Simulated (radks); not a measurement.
Task: Sn XXVIII, 23 electrons, occupied as [Ne] 3s2 3p4 3d5 4s2 (not the ground configuration). All-electron calculation, Dirac Kohn-Sham, PBE, spin-unpolarised, spherical densities, finite nucleus; open shells fill j = l - 1/2 first; Fermi nuclear charge, rms radius 4.6519 fm. Program: a radial shooting solver on a logarithmic mesh with Libxc functionals. Some entries of the table are withheld. Estimate them.

| orbital | occ. | eigenvalue (eV) | <r^2> (bohr^2) |
|---|---|---|---|
| 1s1/2 | 2 | -30217.53 | 0.001142 |
| 2s1/2 | 2 | (1) | 0.01827 |
| 2p1/2 | 2 | -5283.546 | 0.01355 |
| 2p3/2 | 4 | -5050.113 | 0.01482 |
| 3s1/2 | 2 | -1866.273 | 0.1153 |
| 3p1/2 | 2 | -1758.563 | 0.1079 |
| 3p3/2 | 2 | -1708.101 | 0.1142 |
| 3d3/2 | 4 | -1531.701 | (2) |
| 3d5/2 | 1 | -1520.448 | (3) |
| 4s1/2 | 2 | -899.3619 | 0.4488 |
| 4p1/2 | 0 | -855.1640 | 0.4499 |
| 4p3/2 | 0 | -838.5117 | 0.4680 |
| 5s1/2 | 0 | -529.4210 | 1.245 |

Result: 
(1) 2s1/2 eigenvalue (eV): -5561.428
(2) 3d3/2 <r^2> (bohr^2): 0.09056
(3) 3d5/2 <r^2> (bohr^2): 0.09223
